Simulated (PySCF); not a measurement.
```xyz
3
charge 0 multiplicity 2, angstrom
Ir    0.0000    0.0000    0.0000
S     0.0000    0.0000    2.1106
S     0.0000    0.0000   -2.1106
```

Level of theory: PySCF, UB3LYP, basis Ir def2-SVP with ECP60, S def2-SVP (scalar-relativistic core potentials, no spin–orbit coupling, density fitting).

This geometry of IrS₂ is a stationary point at this level.

(1) What is the point group?

(2) Is it a minimum?

(3) Which band is strongest in the infrared?

(4) What are the dipole moment and the gap between the highest occupied and lowest empty levels of either spin?

Answers

(1) D∞h.

(2) No: it has 2 imaginary modes (one degenerate set), at 83i cm⁻¹ (πu).

(3) 508 cm⁻¹ (σu+), 82 km/mol.

(4) 0.00 D and 2.11 eV.

Other isomers or separated fragments may lie lower. Open d and f shells are described by one determinant, and the ground state may have another occupation or spin. At this level a doublet minimum of C2v symmetry lies 46 kJ/mol below this structure. With an element this heavy the missing spin–orbit coupling can shift these numbers.
